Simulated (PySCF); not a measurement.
Structure elucidation problem

The spectra below were simulated for a compound C$_{4}$H$_{4}$F$_{4}$OSi.

¹H NMR (600 MHz, computed): δ 10.54 (m, 1H), 6.27 (m, 1H), 4.75 (m, 2H).

¹³C{¹H} NMR (computed): δ 189.1 (CH), 185.9 (C), 138.2 (C), 135.0 (CH).

PySCF 2.14 calculation with shielding tensors at PBE0/pcSseg-1 (GIAO) and geometry from GFN2-xTB; a single conformation, non-relativistic Hamiltonian, fast rotation and ring inversion assumed for equivalent nuclei, no solvent model.

Scale: ¹H (σ = 31.72 ppm), ¹³C (σ = 186.93 ppm) vs TMS (reference shieldings calculated alike).

Problem. What is the structure?

Solution. 
1. The formula gives 2 degrees of unsaturation (no ring in the answer).
2. 4 carbon signals for 4 carbons: no two carbons are equivalent.
3. Carbon types of the structure: 2 × C, 2 × CH, leaving 2 H on heteroatoms.
4. δC 189.1: aldehyde carbonyl carbon; the double bond to the heteroatom, with no lone-pair donor beside it, deshields it most.
5. δC 185.9: β carbon of a C=C–C=O unit; conjugation with the carbonyl draws π density from the β position.
6. δC 138.2: CF3 carbon; 3 electronegative neighbours deshield it.
7. δC 135.0: α carbon of a C=C–C=O unit; the olefinic region.
8. δH 10.54: hydrogen on an aldehyde carbonyl carbon; the formyl region, downfield of aromatic protons.
9. δH 6.27: hydrogen on an α carbon of a C=C–C=O unit; attached to an sp2 carbon and in the plane of the double bond.
10. δH 4.75: hydrogen on a silicon bonded to 2 C.

These data were computed for `O=C/C=C(\F)[SiH2]C(F)(F)F`.

The shifts were computed for this structure.

Splittings by ¹⁹F in the carbon and heteronuclear signals aren't shown, as no couplings were computed. Shifts are as computed. Against solution values, carbons near 30 ppm lie about +3 ppm off and those near 130 ppm about +5 ppm. Of 1309 compounds with measured shifts, 239 miss one by over three times the rms of a fit or turn the order of signals round; such compounds aren't used in these exercises. Multiplicities follow the n + 1 count of equivalent neighbours, as no J values were calculated; m marks all less simple cases, F and P coupling included.
